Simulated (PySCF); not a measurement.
Si(H)2(OH)(NH2), H5NOSi, SMILES N[SiH2]O, singlet at its PBE0/def2-SVP optimised geometry (Å):

```
8

Si    -0.0006    -0.8233     0.0000
N     -0.5222     0.8099     0.0000
O     -0.5641    -1.6513    -1.3380
H     -0.5193    -1.4652     1.2467
H      1.4946    -0.8233     0.0000
H     -0.1276     1.4652    -0.6653
H     -1.4946     1.0283     0.1860
H     -0.3124    -2.5761    -1.4170
```

Computed with PBE0/def2-TZVP (PySCF).

Map of the HOMO−1 amplitude (bohr^(-3/2)) on the plane z = 1.5 Å; orbital energy -8.40 eV, overall sign arbitrary:

```
|                               |
|                               |
|                               |
|                               |
|                               |
|                               |
|                               |
|                               |
|                               |
|                               |
|                               |
|                               |
|                               |
|          ......               |
|        .........              |
|       ...........             |
|      ....::::::..             |
|     ....::----::.             |
|     ....:--===-:..            |
|    ....::-=+*+=-:.            |
|    ....:-=*#%#+-:.            |
|    ....:-=*@@%*=:..           |
|    ....:-=*%@#+-:..           |
|    ....::-+**+=-:..           |
|     ....:--===-::..           |
|     ....:::---::...           |
|     ......:::::....           |
|      .............            |
|       ............            |
|        ..........             |
|           .....               |
```
Scale: ten equal steps from -0.013 (start of ' ') to 0.161 (end of '@'), in the order ' .:-=+*#%@'; x runs from -3.50 to 3.50, y from -3.50 (bottom) to 3.50 (top).
